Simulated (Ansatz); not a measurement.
Geometry optimisation of In₅⁺.

```yaml
crystal:
  periodic: [false, false, false]
  atoms:
    - {symbol: In, position_ang: [-0.908410, 2.509910, -0.001210]}
    - {symbol: In, position_ang: [2.249890, 2.256900, 0.018360]}
    - {symbol: In, position_ang: [1.102930, -0.831700, -0.053750]}
    - {symbol: In, position_ang: [-0.408180, -3.637070, 0.099370]}
    - {symbol: In, position_ang: [-2.036230, -0.298050, -0.062770]}
basis:
  gaussian: {orbitals: def2-SVP}
total_charge: 1
hamiltonian: {xc: pbe, dispersion: d4}
scf: {lower_state_search: "off"}
output: {orbitals: {seedname: orbitals}}
relax: {f_tol: 0.02, max_steps: 100}
```

```sh
$ ansatz run in.yaml --threads 4 --pin off --events-out ev --progress --plain --max-ram 4787MiB
```

Shortened log:

```
Functional definition: PBE
mean field -25866.72717099 eV, -950.5846904365 hartree, gradient 5.1e-6 eV, S^2 0.000000; 0 other end points of the search recorded, 0 dependent functions left out
relax step   1: F+E_penalty+E_count = -25867.03620648 eV  Δ(F+E_penalty+E_count) = +0.000e0 eV  max|allowed force component| = 2.622e-1 eV/Å  Δτ_max = 0.0000 Å  (43 SCF iters, accepted)
mean field -25866.78855457 eV, -950.5869462415 hartree, gradient 1.9e-6 eV, S^2 0.000000; 0 other end points of the search recorded, 0 dependent functions left out
relax step   2: F+E_penalty+E_count = -25867.09709387 eV  Δ(F+E_penalty+E_count) = -6.089e-2 eV  max|allowed force component| = 2.310e-1 eV/Å  Δτ_max = 0.1362 Å  (31 SCF iters, accepted)
mean field -25866.82612506 eV, -950.5883269314 hartree, gradient 1.9e-6 eV, S^2 0.000000; 0 other end points of the search recorded, 0 dependent functions left out
relax step   3: F+E_penalty+E_count = -25867.12869950 eV  Δ(F+E_penalty+E_count) = -3.161e-2 eV  max|allowed force component| = 1.374e-1 eV/Å  Δτ_max = 0.1064 Å  (30 SCF iters, accepted)
mean field -25866.83721581 eV, -950.5887345091 hartree, gradient 9.6e-7 eV, S^2 0.000000; 0 other end points of the search recorded, 0 dependent functions left out
relax step   4: F+E_penalty+E_count = -25867.14000566 eV  Δ(F+E_penalty+E_count) = -1.131e-2 eV  max|allowed force component| = 7.632e-2 eV/Å  Δτ_max = 0.0852 Å  (26 SCF iters, accepted)
mean field -25866.84786754 eV, -950.5891259530 hartree, gradient 1.6e-6 eV, S^2 0.000000; 0 other end points of the search recorded, 0 dependent functions left out
relax step   5: F+E_penalty+E_count = -25867.14617212 eV  Δ(F+E_penalty+E_count) = -6.166e-3 eV  max|allowed force component| = 7.138e-2 eV/Å  Δτ_max = 0.0606 Å  (26 SCF iters, accepted)
mean field -25866.86761670 eV, -950.5898517213 hartree, gradient 2.1e-6 eV, S^2 0.000000; 0 other end points of the search recorded, 0 dependent functions left out
relax step   6: F+E_penalty+E_count = -25867.15248011 eV  Δ(F+E_penalty+E_count) = -6.308e-3 eV  max|allowed force component| = 1.866e-1 eV/Å  Δτ_max = 0.1822 Å  (29 SCF iters, accepted)
mean field -25866.88631329 eV, -950.5905388082 hartree, gradient 6.5e-6 eV, S^2 0.000000; 0 other end points of the search recorded, 0 dependent functions left out
relax step   7: F+E_penalty+E_count = -25867.16624694 eV  Δ(F+E_penalty+E_count) = -1.377e-2 eV  max|allowed force component| = 7.308e-2 eV/Å  Δτ_max = 0.1955 Å  (25 SCF iters, accepted)
mean field -25866.89528851 eV, -950.5908686413 hartree, gradient 1.3e-6 eV, S^2 0.000000; 0 other end points of the search recorded, 0 dependent functions left out
relax step   8: F+E_penalty+E_count = -25867.17092705 eV  Δ(F+E_penalty+E_count) = -4.680e-3 eV  max|allowed force component| = 4.515e-2 eV/Å  Δτ_max = 0.1641 Å  (25 SCF iters, accepted)
mean field -25866.90196128 eV, -950.5911138613 hartree, gradient 5.5e-6 eV, S^2 0.000000; 0 other end points of the search recorded, 0 dependent functions left out
relax step   9: F+E_penalty+E_count = -25867.17363388 eV  Δ(F+E_penalty+E_count) = -2.707e-3 eV  max|allowed force component| = 4.039e-2 eV/Å  Δτ_max = 0.1664 Å  (22 SCF iters, accepted)
mean field -25866.90572926 eV, -950.5912523317 hartree, gradient 1.9e-6 eV, S^2 0.000000; 0 other end points of the search recorded, 0 dependent functions left out
relax step  10: F+E_penalty+E_count = -25867.17500476 eV  Δ(F+E_penalty+E_count) = -1.371e-3 eV  max|allowed force component| = 3.270e-2 eV/Å  Δτ_max = 0.0617 Å  (24 SCF iters, accepted)
mean field -25866.90995167 eV, -950.5914075025 hartree, gradient 5.1e-6 eV, S^2 0.000000; 0 other end points of the search recorded, 0 dependent functions left out
relax step  11: F+E_penalty+E_count = -25867.17607813 eV  Δ(F+E_penalty+E_count) = -1.073e-3 eV  max|allowed force component| = 4.992e-2 eV/Å  Δτ_max = 0.1910 Å  (22 SCF iters, accepted)
mean field -25866.91126381 eV, -950.5914557230 hartree, gradient 2.7e-6 eV, S^2 0.000000; 0 other end points of the search recorded, 0 dependent functions left out
relax step  12: F+E_penalty+E_count = -25867.17690108 eV  Δ(F+E_penalty+E_count) = -8.229e-4 eV  max|allowed force component| = 2.152e-2 eV/Å  Δτ_max = 0.0185 Å  (25 SCF iters, accepted)
mean field -25866.91041164 eV, -950.5914244060 hartree, gradient 2.2e-6 eV, S^2 0.000000; 0 other end points of the search recorded, 0 dependent functions left out
relax step  13: F+E_penalty+E_count = -25867.17595876 eV  Δ(F+E_penalty+E_count) = +9.423e-4 eV  max|allowed force component| = 5.543e-2 eV/Å  Δτ_max = 0.0736 Å  (24 SCF iters, rejected (line search))
mean field -25866.91198757 eV, -950.5914823205 hartree, gradient 2.4e-6 eV, S^2 0.000000; 0 other end points of the search recorded, 0 dependent functions left out
relax step  14: F+E_penalty+E_count = -25867.17733150 eV  Δ(F+E_penalty+E_count) = -4.304e-4 eV  max|allowed force component| = 5.611e-3 eV/Å  Δτ_max = 0.0272 Å  (25 SCF iters, accepted)
mean field -25866.91284353 eV, -950.5915137764 hartree, gradient 2.8e-6 eV, S^2 0.000000; 0 other end points of the search recorded, 0 dependent functions left out
relax step  15: F+E_penalty+E_count = -25867.17754154 eV  Δ(F+E_penalty+E_count) = -2.100e-4 eV  max|allowed force component| = 8.311e-3 eV/Å  Δτ_max = 0.0855 Å  (23 SCF iters, accepted)
mean field -25866.91307186 eV, -950.5915221676 hartree, gradient 1.9e-6 eV, S^2 0.000000; 0 other end points of the search recorded, 0 dependent functions left out
relax step  16: F+E_penalty+E_count = -25867.17762588 eV  Δ(F+E_penalty+E_count) = -8.434e-5 eV  max|allowed force component| = 8.318e-3 eV/Å  Δτ_max = 0.0482 Å  (22 SCF iters, accepted)
mean field -25866.91315332 eV, -950.5915251609 hartree, gradient 1.9e-6 eV, S^2 0.000000; 0 other end points of the search recorded, 0 dependent functions left out
relax step  17: F+E_penalty+E_count = -25867.17766493 eV  Δ(F+E_penalty+E_count) = -3.905e-5 eV  max|allowed force component| = 1.012e-2 eV/Å  Δτ_max = 0.0319 Å  (25 SCF iters, accepted)
Total energy: -25867.17771054 eV, -950.6012474597 hartree
Atom 0 at    -0.659713     3.042593    -0.041967 Å, force     0.000943    -0.007049    -0.000461 eV/Å
Atom 1 at     2.078056     1.508208    -0.012461 Å, force     0.001635     0.000643     0.000660 eV/Å
Atom 2 at     0.236606    -0.962462     0.015583 Å, force    -0.000914    -0.003884    -0.000834 eV/Å
Atom 3 at     0.828743    -4.080961     0.057481 Å, force    -0.001671     0.010122    -0.000021 eV/Å
Atom 4 at    -2.483692     0.492612    -0.018637 Å, force     0.000006     0.000169     0.000656 eV/Å
Dipole moment:     0.101303    -0.526071     0.007314 e Å
Checks for a lower state left out: stability, starts, cluster_reference, orbital_swaps, neighbouring_geometries, increment
```

Hardware: 4 threads of Arm Neoverse V2 on a shared host. Wall time 24 s.

In the def2 sets In takes a core potential; there is no spin–orbit coupling. The restricted singlet is unstable towards broken spin symmetry at other levels; at PBE-D4/def2-SVP this wasn't settled. At PBE-D4/def2-SVP a triplet of charge 1 lies 0.21 eV below the restricted singlet, each at its own geometry. The structure comes from a short search, and lower isomers may exist.
